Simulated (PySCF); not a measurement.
Members of one series of related molecules.

All values: PBE0/pcSseg-1 (PySCF) at GFN2-xTB geometries, gas phase, one conformer each.

Problem. Rank by the highest IAO charge on any atom, highest value first.
A. `C[SiH2]C(F)(C=O)C=O`
B. `CC[Si](F)(C=O)C=O`
C. `C[SiH2]CC(F)(C=O)C=O`
D. `O=CC(F)(C=O)C[SiH3]`

Solution. B (+1.230 e), A (+0.786 e), C (+0.762 e), D (+0.613 e).

Problem. Rank by LUMO energy, highest first.
A. `CC[Si](F)(C=O)C=O`
B. `C[SiH2]C(F)(C=O)C=O`
C. `C[SiH2]CC(F)(C=O)C=O`
D. `O=CC(F)(C=O)C[SiH3]`

Solution. B (-1.57 eV), C (-1.92 eV), D (-2.28 eV), A (-2.44 eV).

All values together:

```json
{"SMILES": "CC[Si](F)(C=O)C=O", "formula": "C4H7FO2Si", "μ (D)": "2.07", "HOMO (eV)": "-7.07", "LUMO (eV)": "-2.44", "lowest IAO charge (e)": "-0.546 (C)", "highest IAO charge (e)": "+1.230 (Si)", "lowest Hirshfeld charge (e)": "-0.207 (F)", "highest Hirshfeld charge (e)": "+0.462 (Si)"}
{"SMILES": "C[SiH2]C(F)(C=O)C=O", "formula": "C4H7FO2Si", "μ (D)": "3.02", "HOMO (eV)": "-7.70", "LUMO (eV)": "-1.57", "lowest IAO charge (e)": "-0.725 (C)", "highest IAO charge (e)": "+0.786 (Si)", "lowest Hirshfeld charge (e)": "-0.215 (O)", "highest Hirshfeld charge (e)": "+0.366 (Si)"}
{"SMILES": "O=CC(F)(C=O)C[SiH3]", "formula": "C4H7FO2Si", "μ (D)": "2.51", "HOMO (eV)": "-8.01", "LUMO (eV)": "-2.28", "lowest IAO charge (e)": "-0.544 (C)", "highest IAO charge (e)": "+0.613 (Si)", "lowest Hirshfeld charge (e)": "-0.177 (O)", "highest Hirshfeld charge (e)": "+0.285 (Si)"}
{"SMILES": "C[SiH2]CC(F)(C=O)C=O", "formula": "C5H9FO2Si", "μ (D)": "2.28", "HOMO (eV)": "-7.71", "LUMO (eV)": "-1.92", "lowest IAO charge (e)": "-0.715 (C)", "highest IAO charge (e)": "+0.762 (Si)", "lowest Hirshfeld charge (e)": "-0.212 (C)", "highest Hirshfeld charge (e)": "+0.348 (Si)"}
```

Conformers: `[CH3:1][CH2:2][Si:3]([F:4])([CH:5]=[O:6])[CH:7]=[O:8]` with C1–C2–Si3–F4 -179°, C2–Si3–C5–O6 45°, C2–Si3–C7–O8 -41°; `[CH3:1][SiH2:2][C:3]([F:4])([CH:5]=[O:6])[CH:7]=[O:8]` with C1–Si2–C3–F4 -179°, Si2–C3–C5–O6 -70°, Si2–C3–C7–O8 -96°; `[O:1]=[CH:2][C:3]([F:4])([CH:5]=[O:6])[CH2:7][SiH3:8]` with O1–C2–C3–F4 -163°, C2–C3–C5–O6 -63°, C2–C3–C7–Si8 42°; `[CH3:1][SiH2:2][CH2:3][C:4]([F:5])([CH:6]=[O:7])[CH:8]=[O:9]` with C1–Si2–C3–C4 57°, Si2–C3–C4–F5 -65°, C3–C4–C6–O7 -121°, C3–C4–C8–O9 -62°.
